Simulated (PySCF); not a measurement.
# How methods differ on the ionisation energy of Ir⁺

Ir⁺ [Xe] 4f14 5d7 6s1 (5F) → Ir²⁺ [Xe] 4f14 5d7 (4F), as a difference of total energies. Calculation: PySCF 2.14, in ANO-RCC-VTZP; scalar relativity by spin-free X2C-1e. Correlated levels: valence: [Xe] 4f14 frozen. The calculations carry no spin-orbit coupling.

```json
{"method": "UHF", "ionisation energy (eV)": "16.345"}
{"method": "MP2 (valence)", "ionisation energy (eV)": "17.340"}
{"method": "SCS-MP2 (valence)", "ionisation energy (eV)": "17.028"}
{"method": "CCSD (valence)", "ionisation energy (eV)": "17.251"}
{"method": "CCSD(T) (valence)", "ionisation energy (eV)": "17.293"}
```

Q: How much does correlation contribute at CCSD(T) (valence)?

A: 17.293 − (16.345) = 0.948 eV, measured against UHF.

A first-order spin-orbit estimate (lowest level to lowest level, LS coupling) adds -0.036 eV.

Errors of the correlated levels include the incompleteness of this basis and the frozen core.

For comparison: 17 ± 0.3 eV (semi-empirical (NIST evaluation); NIST Atomic Spectra Database, ionization energies).
